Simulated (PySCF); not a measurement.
Computed spin Hamiltonian

C8H9O (doublet state).
Z-matrix (Å and degrees, GFN2-xTB geometry), rows numbered from 1:
```
C 
C   1  1.3288
C   2  1.4456  1  125.76
C   3  1.3603  2  127.42  1   174.93
C   4  1.4936  3  129.85  2    -3.40
O   5  1.4171  4  112.25  3  -109.59
C   4  1.5095  3  109.64  2  -179.80
C   7  1.4741  4  101.04  3    -0.56
C   8  1.3212  7  113.44  4     0.20
H   1  1.0762  2  122.54  3    -0.31
H   1  1.0765  2  121.35  3   179.83
H   2  1.0835  1  119.10  3   179.86
H   5  1.0944  4  110.34  3   133.80
H   5  1.0985  4  110.77  3    13.90
H   6  0.9638  5  108.56  4    57.42
H   7  1.0911  4  111.68  3  -120.23
H   7  1.0914  4  111.55  3   119.61
H   9  1.0715  3  124.07  2    -0.53
```

The hyperfine couplings belong to this conformer and change with its torsions.

As a line formula: `C=CC1=C(CO)C[C]=C1` [radical].

Level of theory: UKS B3LYP, pcH-1 on C H O, non-relativistic, mean-field spin-orbit, GIAO in PySCF 2.14.0. The structure is a single GFN2-xTB conformer in the gas phase; no vibrational or solvent corrections. The geometry wasn't refined by DFT: couplings that depend on bond lengths, twists or pyramidal angles can differ widely from those at the functional's own minimum. No stability test was run, so a lower SCF solution isn't excluded.

* g1, g2, g3: 2.00144, 2.00215, 2.00286
* g_iso: 2.00215
* Form of g: rhombic: the two nearest values differ by 50 % of g3 − g1
* ⟨S²⟩: 0.7628 (exact 0.7500)
* Basis functions: 315

Isotropic coupling and dipolar principal values T1 to T3, in MHz:

| atom | isotope | a_iso | T1 | T2 | T3 | Mulliken spin population |
| --- | --- | --- | --- | --- | --- | --- |
| C1 | 13C | 1.1 | -0.9 | -0.4 | 1.3 | 0.01 |
| C2 | 13C | 3.5 | -1.9 | -0.4 | 2.4 | -0.01 |
| C3 | 13C | 59.1 | -6.4 | -2.5 | 8.9 | 0.08 |
| C4 | 13C | 31.4 | -12.5 | -0.3 | 12.8 | 0.00 |
| C5 | 13C | 4.8 | -1.1 | -0.9 | 2.0 | 0.00 |
| O6 | 17O | 1.3 | -0.6 | -0.3 | 0.9 | 0.00 |
| C7 | 13C | 45.1 | -7.6 | -6.9 | 14.5 | -0.01 |
| C8 | 13C | 447.1 | -79.8 | -54.2 | 134.0 | 1.03 |
| C9 | 13C | 31.8 | -22.1 | 1.3 | 20.8 | -0.13 |
| H10 | 1H | -0.1 | -1.1 | -0.4 | 1.5 | 0.00 |
| H11 | 1H | -0.7 | -0.8 | -0.5 | 1.3 | 0.00 |
| H12 | 1H | 10.3 | -1.3 | -0.5 | 1.8 | 0.01 |
| H13 | 1H | -1.3 | -1.4 | -0.8 | 2.2 | 0.00 |
| H14 | 1H | 10.0 | -1.2 | -0.3 | 1.5 | 0.01 |
| H15 | 1H | 0.2 | -1.1 | -0.5 | 1.7 | 0.00 |
| H16 | 1H | 5.6 | -7.2 | -5.6 | 12.8 | 0.00 |
| H17 | 1H | 5.5 | -7.2 | -5.6 | 12.8 | 0.00 |
| H18 | 1H | 39.6 | -6.7 | -5.1 | 11.8 | 0.02 |

The largest Mulliken spin populations are on C8 (+1.03), C9 (-0.13) and C3 (+0.08). No atom but C8 exceeds +0.15.

Axes: g1 points within 10° of the C9–H18 bond.

Under fast tumbling the dipolar parts average out, and these isotropic splittings remain: 1 × 1H (H18, I = 1/2, 2 lines) with 1.41 mT, 1 × 1H (H12, I = 1/2, 2 lines) with 0.37 mT, 2 × 1H (H16/H17, I = 1/2, 3 lines) with 0.20 mT and 2 × 1H (H13/H14, I = 1/2, 3 lines) with 0.16 mT.

Class means assume fast exchange of nuclei equivalent by connectivity; if that motion is slow, each nucleus keeps its own coupling. The 1H value of +4.3 MHz is a mean of couplings from -1.3 to 10.0 MHz in this one geometry, not an average over conformers.

The 13C coupling of C8 (447.1 MHz) shows only in satellite lines or after enrichment, since that isotope makes up about 1.07 % of natural carbon.

The run took 2.0 min of wall time (with the writing of density and orbital grids) on one thread of an Arm Neoverse V1, no GPU, shared host with 32 logical CPUs at a one-minute load of 40, and the process peaked at 1.2 GiB of memory.
